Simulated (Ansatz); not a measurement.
Compare A (`[SiH3]C1=NCO1`) with its isomer B (`CO[SiH]1C=N1`).

Isolated molecules relaxed with PBE0-D4/def2-TZVP in Ansatz; ΔE leaves out vibrations. CCSD(T)/CBS adds triple-zeta CCSD(T) − MP2 to the extrapolated MP2 energy (def2 sets, frozen cores). DFT in def2-TZVPP. B3LYP here is the variant with VWN-RPA as its local correlation; programs differ in this. One conformer a species, not always the lowest.

A:

```xyz
10

Si   -0.3215   -1.7752    0.3466
C    -0.0394    0.0687    0.0422
N    -0.5376    1.1270    0.5787
C     0.3228    1.8447   -0.3478
O     0.8252    0.5858   -0.8887
H    -1.7497   -2.0823    0.0988
H     0.5466   -2.5269   -0.5895
H     0.0330   -2.0825    1.7521
H     1.1233    2.4205    0.1197
H    -0.2028    2.4202   -1.1119
```

B:

```xyz
10

C    -1.5195    1.0038    0.4067
O    -0.6718   -0.1235    0.4727
Si    0.6422   -0.3586   -0.4530
C     1.7912   -1.6463   -0.1280
N     2.2441   -0.5088    0.2775
H    -2.5496    0.6726    0.5463
H    -1.2638    1.7107    1.2005
H    -1.4464    1.5175   -0.5585
H     0.5103    0.3587   -1.7343
H     2.2634   -2.6263   -0.0299
```

Q: Which is lower in electronic energy at CCSD(T)/CBS, and by how much? (An estimate is asked.)

A: Computed: B, by 118.8 kJ/mol.

Q: Give E(B) − E(A) in kJ/mol with CCSD/def2-TZVPP, PBE0-D4, B3LYP-D4, ωB97M-V, B3LYP, B2PLYP, r2SCAN-D4. (Estimate.)

A: Computed: CCSD/def2-TZVPP -116.2, PBE0-D4 -103.5, B3LYP-D4 -115.2, ωB97M-V -116.9, B3LYP -115.6, B2PLYP -117.9, r2SCAN-D4 -113.1. None reverses the order clearly.

Largest T1 diagnostic: 0.015.

From PBE to PBE0 (25 % exact exchange), in def2-TZVPP and without D4, E(B) − E(A) moves by −7.8 kJ/mol. In def2-TZVPP, CCSD(T) changes the Hartree–Fock value by +14.4 kJ/mol (the triples alone add +3.8 kJ/mol) and MP2 by +8.1 kJ/mol.
